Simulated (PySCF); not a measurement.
**Computed vibrations of [Nd(NH2)2]+**

[Nd(NH2)2]+ (singlet in the valence; each metal's 4f electrons, 3 of them, lie in its core potential, out of spins and levels). PySCF 2.14.0, RKS PBE, Nd lcecp-1-SVP with ECP49, N def2-SVP, H def2-SVP; non-relativistic Hamiltonian with scalar-relativistic core potentials where named; density fitting; no spin-orbit coupling. Central differences of gradients.

```xyz
7

Nd    0.0000    0.0000    0.0000
N     0.0000    0.0000    2.2324
H     0.5698    0.5698    2.8837
H    -0.5698   -0.5698    2.8837
N     0.0000    0.0000   -2.2324
H     0.5698   -0.5698   -2.8837
H    -0.5698    0.5698   -2.8837
```

Run from Python with OMP_NUM_THREADS=2. Where DIIS fails, smearing, a level shift and second-order steps follow.
It took 41 s on 2 threads of Intel(R) Xeon(R) Platinum 8375C CPU @ 2.90GHz (Ice Lake) (shared host).

What are the harmonic wavenumbers and infrared intensities?

Modes are labelled in D2d; negative numbers are unstable modes, those under 60 cm⁻¹ near the noise; a finer grid moves soft modes by up to 10 cm⁻¹.
| cm⁻¹ | km/mol | symmetry |
| --- | --- | --- |
| -168 | – | e |
| -168 | – | e |
| 263 | 31.4 | e |
| 263 | 31.4 | e |
| 428 | 0.0 | b1 |
| 499 | 190.9 | b2 |
| 550 | 0.0 | a1 |
| 710 | 198.3 | e |
| 710 | 198.3 | e |
| 1478 | 73.5 | b2 |
| 1487 | 0.0 | a1 |
| 3360 | 127.9 | b2 |
| 3362 | 0.0 | a1 |
| 3423 | 18.5 | e |
| 3423 | 18.5 | e |

Is this a minimum?

No: 2 unstable; the lowest moves the atoms so:
```
Nd  -0.01 -0.08  0.00
N    0.06  0.33  0.00
H   -0.11  0.39  0.09
H   -0.11  0.39 -0.09
N    0.00  0.32  0.00
H    0.19  0.42  0.08
H    0.19  0.42 -0.08
```

An lcecp potential fixes the number of 4f electrons, so in runs with it no electron can move into or out of that shell.
